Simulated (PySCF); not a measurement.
Species: C₄H₂F₂O₂ (charge +1 and doublet state).
Z-matrix (Å and degrees, GFN2-xTB geometry), rows numbered from 1:
```
O 
C   1  1.2038
O   2  1.2747  1  132.90
C   2  1.4736  1  111.59  3  -179.94
C   4  1.2063  2  174.38  1    -0.13
C   5  1.4640  4  172.13  2  -179.44
F   6  1.3277  5  113.05  4    62.17
F   6  1.3277  5  113.08  4   -62.62
H   3  0.9798  2  116.07  1     0.04
H   6  1.1303  5  105.19  4   179.76
```

The hyperfine couplings belong to this conformer and change with its torsions.

As a line formula: `O=C(O)/[C+]=[C]/C(F)F` [radical] (charge +1).

Theory: PySCF 2.14.0, UKS B3LYP, pcH-1 on C F H O, non-relativistic, mean-field spin-orbit, GIAO. Geometry: GFN2-xTB, one conformer, isolated ion. The geometry wasn't refined by DFT: couplings that depend on bond lengths, twists or pyramidal angles can differ widely from those at the functional's own minimum, by a factor of two or more for some ions and for spin on atoms past the first row. The SCF solution wasn't tested for stability.

(1) Predict the first-order ENDOR lines of F7/F8, H10 and H9 under fast tumbling at B = 333.3 mT (X band).

(2) Which pairs are centred on the nuclear Larmor frequency, and which on half the coupling?

## Answers

(1) ν± = |νn ± a/2|, one line for each electron-spin manifold; νn = |g_N| × 7.62259 MHz/T × B.

| nuclei | isotope | g_N | νn (MHz) | a_iso (MHz) | lower line (MHz) | upper line (MHz) |
| --- | --- | --- | --- | --- | --- | --- |
| F7/F8 | 19F | 5.2577 | 13.36 | 13.93 | 6.40 | 20.32 |
| H10 | 1H | 5.5857 | 14.19 | 142.87 | 57.24 | 85.63 |
| H9 | 1H | 5.5857 | 14.19 | -4.65 | 11.87 | 16.51 |

(2) Centred on νn, since |a| < 2νn: F7/F8 and H9. Centred on |a|/2 and split by 2νn: H10.

Means are taken over nuclei equivalent by connectivity, which assumes that they swap fast.

The Mulliken spin populations are largest on O1 (+0.50), C5 (+0.30) and C4 (+0.17). Three atoms exceed +0.15.

The SMILES draws the unpaired electron on C5; the largest computed Mulliken spin population is on O1 (0.50 against 0.30).
